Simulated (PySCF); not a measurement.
Two-component Hartree-Fock for Pt (platinum, neutral)

Start: [Xe] 4f14 5d9 6s1; 5d3/2 filled at m_j = -3/2, -1/2, +1/2, +3/2; 5d5/2 filled at m_j = -3/2, -1/2, +1/2, +3/2, +5/2; 6s1/2 filled at m_j = +1/2. Calculated with PySCF 2.14 in x2c-TZVPall-2c with one added diffuse shell each of s, p, d type (12s12p11d2f, 117 functions): generalised Hartree-Fock with the X2C-1e Hamiltonian and a Gaussian nucleus; spin-orbit coupling (SO) screened by Boettger's factors. This is a chosen level, not necessarily the ground level.

| spinor shell | electrons | ε, screened SO (eV) | weight of nominal j (screened SO) | rms radius, screened SO (bohr) |
| --- | --- | --- | --- | --- |
| 1s1/2 | 2 | -78802.7 | 1.000 | 0.0194 |
| 2s1/2 | 2 | -13989.7 | 1.000 | 0.0782 |
| 2p1/2 | 2 | -13385.3 | 1.000 | 0.0663 |
| 2p3/2 | 4 | -11650.7 | 1.000 | 0.0741 |
| 3s1/2 | 2 | -3352.5 | 1.000 | 0.200 |
| 3p1/2 | 2 | -3082.0 | 1.000 | 0.191 |
| 3p3/2 | 4 | -2694.8 | 1.000 | 0.207 |
| 3d3/2 | 4 | -2249.7 | 1.000 | 0.182 |
| 3d5/2 | 6 | -2166.6 | 1.000 | 0.186 |
| 4s1/2 | 2 | -755.86 | 1.000 | 0.441 |
| 4p1/2 | 2 | -639.99 | 1.000 | 0.447 |
| 4p3/2 | 4 | -546.52 | 1.000 | 0.480 |
| 4d3/2 | 4 | -356.46 | 1.000 | 0.496 |
| 4d5/2 | 6 | -338.41 | 1.000 | 0.507 |
| 5s1/2 | 2 | -119.77 | 1.000 | 1.03 |
| 4f5/2 | 6 | -92.907 | 0.999 | 0.564 |
| 4f7/2 | 8 | -89.400 | 0.999 | 0.566 |
| 5p1/2 | 2 | -81.139 | 0.998 | 1.12 |
| 5p3/2 | 4 | -64.749 | 0.999 | 1.22 |
| 5d3/2 | 4 | -12.440 | 0.950 | 1.77 |
| 5d5/2 | 5 | -10.522 | 0.957 | 1.88 |
| 6s1/2 | 1 | -7.937 | 0.974 | 3.32 |

| quantity | screened SO |
| --- | --- |
| E (hartree) | -18426.64348 |
| M_J | 3 |
| ⟨J²⟩ | 12.039 |
| ⟨L²⟩ | 6.198 |
| ⟨S²⟩ | 2.176 |

Each row is a mean over spinors that exchange with the open shell spreads, by up to 4.098 eV (5p3/2).

Breit and QED terms are absent; they matter most for the inner s and p1/2 levels.

Densities and radii are taken from the X2C orbitals without a picture-change correction, which distorts them close to the nucleus.
